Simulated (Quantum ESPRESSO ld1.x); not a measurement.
The numbers below are computed, except where a source is named.
Radial electron density D(r) = 4 pi r^2 rho(r) of an atom or ion with 2 electrons. Level of theory: Dirac Kohn-Sham, exchange-only LDA, spin-unpolarised, spherical densities, point nucleus (ld1.x of Quantum ESPRESSO 7.5).

| r (bohr) | D(r) (e/bohr) |
|---|---|
| 0.002345 | 0.5083 |
| 0.00254 | 0.5899 |
| 0.00273 | 0.6739 |
| 0.002957 | 0.7809 |
| 0.003178 | 0.8909 |
| 0.003443 | 1.030 |
| 0.0037 | 1.174 |
| 0.004008 | 1.355 |
| 0.004307 | 1.540 |
| 0.004666 | 1.774 |
| 0.005014 | 2.012 |
| 0.005432 | 2.311 |
| 0.005837 | 2.614 |
| 0.006323 | 2.993 |
| 0.006796 | 3.376 |
| 0.007361 | 3.851 |
| 0.007911 | 4.328 |
| 0.00857 | 4.917 |
| 0.00921 | 5.503 |
| 0.009977 | 6.220 |
| 0.01072 | 6.928 |
| 0.01152 | 7.697 |
| 0.01248 | 8.624 |
| 0.01341 | 9.524 |
| 0.01453 | 10.59 |
| 0.01562 | 11.62 |
| 0.01692 | 12.82 |
| 0.01818 | 13.94 |
| 0.01969 | 15.23 |
| 0.02116 | 16.41 |
| 0.02293 | 17.73 |
| 0.02464 | 18.90 |
| 0.02669 | 20.15 |
| 0.02868 | 21.20 |
| 0.03107 | 22.26 |
| 0.03339 | 23.08 |
| 0.03617 | 23.81 |
| 0.03887 | 24.27 |
| 0.04211 | 24.53 |
| 0.04525 | 24.51 |
| 0.04902 | 24.18 |
| 0.05268 | 23.61 |
| 0.05661 | 22.77 |
| 0.06133 | 21.54 |
| 0.06591 | 20.18 |
| 0.0714 | 18.44 |
| 0.07673 | 16.71 |
| 0.08312 | 14.67 |
| 0.08932 | 12.78 |
| 0.09676 | 10.71 |
| 0.104 | 8.918 |
| 0.1126 | 7.076 |
| 0.1211 | 5.591 |
| 0.1311 | 4.164 |
| 0.1409 | 3.095 |
| 0.1527 | 2.142 |
| 0.1641 | 1.482 |
| 0.1777 | 0.9417 |
| 0.191 | 0.5997 |
| 0.2069 | 0.3450 |
| 0.2224 | 0.1995 |
| 0.2409 | 0.1022 |
| 0.2589 | 0.05283 |

What is the nuclear charge?

Answer. Z = 23. The innermost maximum, from 1s, lies near gamma/Z bohr with gamma = sqrt(1 - (Z/c)^2) = 0.986, here 0.0429 bohr (found: 0.0435), and its height grows with Z. The density is that of the vanadium ion V21+ in [He]; the configuration itself is not fixed sharply by these data, and Z only to about a unit. D(r) has 1 maximum, at r = 0.0435 bohr.
